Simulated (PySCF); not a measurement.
**Sm²⁺ (samarium, charge +2) across methods**

[Xe] 4f5 6p1, one real determinant (an excited configuration). All numbers are calculated (PySCF 2.14, scalar relativity by spin-free X2C-1e, in cc-pVDZ-X2C (8s7p5d3f1g, 84 functions)).

```json
{"method": "LDA", "E (hartree)": "-10417.59", "mean ε 5p β (eV)": "-41.989", "mean ε 4f α (eV)": "-26.820", "mean ε 6p α (eV)": "-12.749", "Σ⟨r²⟩ (bohr²)": "54.54", "⟨S²⟩": "12.002"}
{"method": "PBE0", "E (hartree)": "-10425.33", "mean ε 5p β (eV)": "-43.639", "mean ε 4f α (eV)": "-29.735", "mean ε 6p α (eV)": "-13.217", "Σ⟨r²⟩ (bohr²)": "54.98", "⟨S²⟩": "12.002"}
{"method": "PBE", "E (hartree)": "-10425.35", "mean ε 5p β (eV)": "-41.765", "mean ε 4f α (eV)": "-26.686", "mean ε 6p α (eV)": "-12.779", "Σ⟨r²⟩ (bohr²)": "54.78", "⟨S²⟩": "12.002"}
{"method": "UHF", "E (hartree)": "-10421.90639", "mean ε 5p β (eV)": "-47.864", "mean ε 4f α (eV)": "-38.069", "mean ε 6p α (eV)": "-14.079", "Σ⟨r²⟩ (bohr²)": "56.35", "⟨S²⟩": "12.004"}
```

(1) Estimate the same row for r2SCAN.

⟨L²⟩ = 26.03 against 42 for a pure I term, so this real determinant mixes terms. Spin-orbit coupling, absent here, splits the open shell strongly.

## Answers

(1) E (hartree) = -10425.69; mean ε 5p β (eV) = -42.374; mean ε 4f α (eV) = -27.219; mean ε 6p α (eV) = -12.782; Σ⟨r²⟩ (bohr²) = 54.81; ⟨S²⟩ = 12.005.
